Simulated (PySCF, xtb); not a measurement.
Te(Cl)(SH) (ClHSTe), SMILES Cl[Te]S. The values are those of a single conformer.

Harmonic wavenumbers (cm⁻¹) from GFN2-xTB run with xtb at its own minimum, in rising order: 119, 266, 339, 379, 738, 2403.

Problem. What does B3LYP-D3(BJ)/def2-TZVP (PySCF) give at its own minimum? (Estimate from the structure and the level; the computed values follow.)

Solution. 124, 337, 356, 365, 784, 2642. Paired by order, the mean absolute difference is 65 cm⁻¹ and the zero-point energies are 6.1 and 6.6 kcal/mol.
